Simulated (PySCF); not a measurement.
C2H9N3Si, SMILES C/C=N/[SiH](N)N. Atoms are numbered in the order given.

```xyz
15

C      3.0618     0.3054    -0.5957
C      1.7657     0.0897     0.1173
N      0.6405     0.0938    -0.4611
Si    -0.8700    -0.1437     0.4148
N     -1.6501    -1.3938    -0.4665
N     -1.9298     1.2087     0.4591
H      3.7288    -0.5603    -0.4472
H      2.8860     0.4588    -1.6686
H      3.5875     1.1797    -0.1764
H      1.8703    -0.0771     1.2175
H     -0.5345    -0.4054     1.8587
H     -2.5323    -1.7887    -0.1670
H     -1.1027    -2.0402    -1.0208
H     -1.8037     1.9361     1.1528
H     -2.3083     1.5768    -0.4066
```
Charge 0, spin multiplicity 1.

Geometry optimised at PBE0-D3(BJ)/def2-SVP. The structure was generated by enumeration; whether it is a known compound was not checked. The values are those of a single conformer.

All values below come from PBE0/pcSseg-1 in PySCF.

GIAO shieldings, no solvent; atoms listed in one row are averaged. δ = σ(ref) − σ: ¹³C against TMS (σ = 186.3 ppm); ¹⁵N against NH3 (σ = 267.4 ppm); ²⁹Si against TMS (σ = 352.7 ppm); ¹H against TMS (σ = 31.56 ppm), references at their B3LYP-D3(BJ)/def2-TZVP geometries, non-relativistic.

Computed chemical shifts:
```
nucleus       atoms  count  δ (ppm)
-------  ----------  -----  -------
¹³C              C2      1    180.7
¹³C              C1      1     33.2
¹⁵N              N3      1    405.7
¹⁵N              N6      1     36.0
¹⁵N              N5      1     22.7
²⁹Si            Si4      1    -23.5
¹H              H10      1     8.83
¹H              H11      1     4.96
¹H       H7, H8, H9      3     2.36
¹H              H15      1     1.27
¹H              H14      1     0.90
¹H              H12      1     0.66
¹H              H13      1     0.63
```
